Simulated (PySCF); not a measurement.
C₂H₆BNO₂, SMILES C=COB(N)O.

The structure is a stationary point at PBE-D3(BJ)/def2-SVP. This is a generated structure with no PubChem entry under its InChIKey; it may be hypothetical. The values are those of a single conformer.

Computed with PBE/def2-TZVP (PySCF).

Gas-phase values at a fixed geometry.

total energy: -309.74433 hartree
highest occupied level: -5.65 eV
lowest empty level: -0.67 eV
orbital gap: 4.98 eV
dipole moment: 3.02 D
quadrupole, principal values (traceless, Buckingham form, about the centre of nuclear charge): -6.32, -5.68, 12.00 D·Å
mean static polarisability: 55.5 bohr³ (8.22 Å³)
polarisability, principal values: 41.1, 55.5, 69.8 bohr³
